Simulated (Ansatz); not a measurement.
Cd9O8⁺. The state is a doublet with charge 1. Geometry PBE-D4/def2-SVP.

```csv
atom,x (Å),y (Å),z (Å)
Cd1,-0.2535,-1.3484,2.2914
Cd2,-2.3001,-2.1031,0.6383
Cd3,-2.1038,-0.1386,-3.9629
Cd4,0.6515,-0.9968,-2.9060
Cd5,-0.3335,1.9220,0.7303
Cd6,-4.5618,-0.5570,-0.5383
Cd7,3.0051,1.1564,1.5394
Cd8,-2.1876,1.3112,-1.2499
Cd9,2.3855,-0.1620,-0.8947
O10,0.8836,1.8714,-1.4895
O11,0.0623,-0.3961,0.0762
O12,-0.8833,-0.8125,-0.8888
O13,0.3353,0.5013,3.4900
O14,2.3538,-1.9309,0.8670
O15,0.8213,1.4747,2.7317
O16,0.0360,1.5620,-2.4241
O17,2.0891,-1.3538,1.9898
```

In the def2 sets Cd takes a core potential; there is no spin–orbit coupling. LC-ωPBE has ω = 0.4 bohr⁻¹. Single mean-field runs in def2-TZVP are fitted with def2-universal-jkfit. The structure holds 4 bonds between oxygen atoms, so isomers without such links may lie far lower. At PBE-D4/def2-SVP, PBE-D4/def2-TZVP, r2SCAN-D4/def2-TZVP, PBE0-D4/def2-SVP and others the charge 1 doublet is spin-contaminated (final ⟨S²⟩ up to 1.85, 0.75 for a pure state). Another isomer (doublet) lies 0.91 eV lower at PBE0-D4/def2-TZVP; other spin states weren't run for this one.

Estimate the α-spin orbital energies around the gap (eV) in Ansatz with PBE-D4/def2-SVP, PBE-D4/def2-TZVP, r2SCAN-D4/def2-TZVP, PBE0-D4/def2-SVP, LC-ωPBE/def2-TZVP.


```tsv
orbital	PBE-D4/def2-SVP	PBE-D4/def2-TZVP	r2SCAN-D4/def2-TZVP	PBE0-D4/def2-SVP	LC-ωPBE/def2-TZVP
HOMO−5	-8.80	-8.82	-9.01	-9.67	-11.96
HOMO−4	-8.62	-8.64	-8.92	-9.62	-11.77
HOMO−3	-8.51	-8.54	-8.74	-9.44	-11.53
HOMO−2	-8.34	-8.37	-8.54	-9.19	-11.45
HOMO−1	-8.22	-8.26	-8.48	-9.17	-11.00
HOMO	-8.12	-8.14	-8.25	-8.88	-10.68
LUMO	-7.36	-7.39	-7.14	-6.41	-4.94
LUMO+1	-6.83	-6.86	-6.85	-6.17	-4.37
LUMO+2	-6.53	-6.56	-6.47	-5.87	-4.15
LUMO+3	-6.44	-6.48	-6.33	-5.31	-3.26
LUMO+4	-5.51	-5.56	-5.46	-4.95	-2.89
LUMO+5	-5.16	-5.21	-5.08	-4.56	-2.68
β HOMO	-7.96	-8.01	-8.04	-8.62	-10.68
β LUMO	-7.47	-7.50	-7.29	-6.39	-4.94
```
